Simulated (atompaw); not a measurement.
**Cutoff test, aluminium (Al), PAW (atompaw)**

| Item | Value |
| --- | --- |
| Element | Al (Z = 13) |
| Generator | atompaw 4.2.0.5 |
| Type | PAW |
| Functional | PBE |
| Relativity | non-relativistic |
| Frozen core | [Ne] |
| Valence charge | 3 |
| Reference configuration | 3s2 3p1 |
| Partial waves | 3s (bound): rc 2.45 bohr; 3s channel at -0.1 Ry: rc 2.45 bohr; 3p (bound): rc 2.45 bohr; 3p channel at 0.3 Ry: rc 2.45 bohr; 3d channel at 0.2 Ry: rc 2.45 bohr; 3d channel at 1.6 Ry: rc 2.45 bohr |
| Local potential | bessel scheme, radius 1.90 bohr |
| Core correction | smooth core density matched at 1.60 bohr |
| Augmentation charge | sinc compensation charge, radius 2.40 bohr; PAW radius 2.45 bohr; waves and projectors: custom polynom2 7 10 vanderbiltortho |

The pseudo-atom Hamiltonian at the reference potential is diagonalised in spherical Bessel functions j_l(qr) that vanish at 20 bohr, with q² up to the cutoff. All-electron valence levels (Ry): 3s -0.5682, 3p -0.1999.

Problem. How do the lowest levels (Ry) of each channel move with the cutoff, and are there ghosts?

Solution.

```csv
cutoff (Ry),s #1,p #1,d #1,d #2,f #1,f #2,Σ f·Δε (mRy)
8,-0.5677,-0.1958,0.0453,0.1252,0.1022,0.2242,5.0
10,-0.5679,-0.1981,0.0453,0.1251,0.1022,0.2242,2.4
12,-0.5679,-0.1992,0.0452,0.1250,0.1022,0.2242,1.2
15,-0.5680,-0.1995,0.0452,0.1249,0.1022,0.2242,0.8
18,-0.5681,-0.1995,0.0452,0.1249,0.1022,0.2242,0.5
21,-0.5681,-0.1996,0.0452,0.1248,0.1022,0.2242,0.3
400,-0.5682,-0.1999,0.0452,0.1248,0.1022,0.2242,0.0
```

Result: no extra level below or beside the all-electron valence levels (s, p, d, f tested); 10 mRy is reached at 8 Ry and 1 mRy at 15 Ry.
